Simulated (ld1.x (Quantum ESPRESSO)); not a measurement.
# Configuration tests for silver (PAW)

- Element: silver
- Generator: ld1.x (Quantum ESPRESSO) 7.5
- Type: PAW
- Functional: BLYP
- Relativity: scalar-relativistic
- Frozen core: [Kr]
- Valence charge: 11
- Reference configuration: 4d10 5s1 5p0
- Partial waves: 5s (bound): rcut 1.85, rcutus 2.50 bohr; 5s channel at 1.35 Ry: rcut 1.85, rcutus 2.50 bohr; 5p (bound, empty): rcut 3.25, rcutus 3.95 bohr; 5p channel at 0.75 Ry: rcut 3.25, rcutus 3.95 bohr; 4d (bound): rcut 1.45, rcutus 1.55 bohr; 4d channel at 0.5 Ry: rcut 1.45, rcutus 1.55 bohr
- Local potential: all-electron potential smoothed inside 3.25 bohr (lloc = -1)
- Core correction: Bessel-smoothed model core inside 1.35 bohr
- Augmentation charge: PSQ, inside the norm-conserving radii

Energies are relative to the spin-unpolarised reference configuration 4d10 5s1 5p0; without spin polarisation the order of configurations can differ from experiment. The frozen-core shift is the all-electron ΔE with the core orbitals held at their reference shape minus the fully relaxed ΔE.

```
valence configuration  charge  ΔE all-electron (eV)  error AE − PS (meV)  frozen-core shift (meV)
          4d8 5s0 5p0      +3                65.995                 -350                     +315
          4d9 5s1 5p0      +1                13.032                  -43                      +39
         4d10 5s0 5p1       0                 3.903                 -1.2                     +1.2
          4d7 5s0 5p0      +4               117.571                -1092                     +976
       4d10 5s0.5 5p0    +0.5                 3.057                 -1.1                     +1.1
```

(1) What are ΔE and the potential's error for 4d10 5s0 5p0?

(2) What are ΔE and the potential's error for 4d9 5s0 5p0?

Results:

(1) ΔE = 7.872 eV all-electron; the error (AE − PS) is -3.3 meV.

(2) ΔE = 29.912 eV all-electron; the error (AE − PS) is -56 meV.
